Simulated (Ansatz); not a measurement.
System: C$_{3}$H$_{8}$ClSi, net charge 0, doublet state. It need not be the lowest isomer of its formula. 
Structure (B3LYP-D3(BJ)/def2-TZVP (Ansatz, a program for electronic structure) minimum search):
SMILES: Cl[Si](C)(C)[CH2]
```xyz
13

C     -0.9765     1.4135    -1.0322
Si    -0.1286    -0.0596    -0.3323
C      1.3739    -0.5163    -1.3372
C     -1.3116    -1.4855    -0.1239
Cl     0.5517     0.4551     1.5846
H     -2.0285     1.6177    -0.8648
H     -0.4488     2.1878    -1.5786
H      1.9121    -1.3450    -0.8741
H      1.0821    -0.8176    -2.3463
H      2.0596     0.3287    -1.4180
H     -1.6864    -1.8167    -1.0954
H     -2.1655    -1.1961     0.4909
H     -0.8182    -2.3303     0.3595
```
Charge 0, spin multiplicity 2.

Basis-set convergence of Hartree-Fock and MP2 correlation energies (hartree) with Ansatz. Correlated levels leave the core frozen unless marked. UHF or UKS for open shells. Spin-orbit coupling is left out. Non-relativistic.

```
basis        functions       E(HF)  E(corr, MP2)
-----------  ---------  ----------  ------------
cc-pV(D+d)Z        128  -866.75927      -0.63817
cc-pV(T+d)Z        280  -866.82650      -0.80821
cc-pV(Q+d)Z        533  -866.84096      -0.86912
```

Extrapolating the two largest sets (X = 3 and 4) as X^-3: E(corr) = (64·(-0.86912) - 27·(-0.80821))/37 = -0.9136 Eh, an estimate of the basis-set limit. The largest set recovers 95.1 % of it, the smallest 69.9 %.
